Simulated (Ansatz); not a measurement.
Born–Oppenheimer molecular dynamics of Cl$_{2}$F$_{3}$HW (7 atoms, charge 0, multiplicity 1). It goes on from the last frame of an earlier run, with new velocities.

These are results of Ansatz 0.2.0, RKS PBE0/def2-SVP, not measurements.

```json
{
  "ensemble": "NVT, Langevin thermostat",
  "time step": "1 fs",
  "steps asked": "250",
  "set temperature": "300 K",
  "friction": "0.005 /fs",
  "seed": "150946"
}
```

First frame:

```xyz
7
Properties=species:S:1:pos:R:3
W 0.093 -0.095 -0.070
F 0.301 -0.406 1.774
Cl 2.336 0.357 -0.174
H -0.120 1.489 0.538
F -1.697 0.193 -0.224
F -0.470 -1.924 0.129
Cl 0.152 -0.079 -2.355
```

(1) How far do the bonds stretch over the last three quarters of this one trajectory? (Pairs bonded in most of those frames.)

Results:

(1) 
```json
{"bond": "W1–F2", "mean (Å)": "1.869", "spread (Å)": "0.043", "shortest": "1.80", "longest": "1.94"}
{"bond": "W1–Cl3", "mean (Å)": "2.268", "spread (Å)": "0.034", "shortest": "2.20", "longest": "2.31"}
{"bond": "W1–H4", "mean (Å)": "1.690", "spread (Å)": "0.020", "shortest": "1.63", "longest": "1.74"}
{"bond": "W1–F5", "mean (Å)": "1.868", "spread (Å)": "0.026", "shortest": "1.82", "longest": "1.92"}
{"bond": "W1–F6", "mean (Å)": "1.869", "spread (Å)": "0.040", "shortest": "1.80", "longest": "1.93"}
{"bond": "W1–Cl7", "mean (Å)": "2.284", "spread (Å)": "0.058", "shortest": "2.17", "longest": "2.36"}
```

Mean temperature of the second half: 372 K. The mean temperature of the second half is 24 % above the set value. A run of 0.25 ps of so small a system gives no equilibrium averages.

Time of the run: 7.8 min on 4 threads of Intel(R) Xeon(R) Platinum 8488C (Sapphire Rapids) (shared host), peak memory 0.31 GiB.
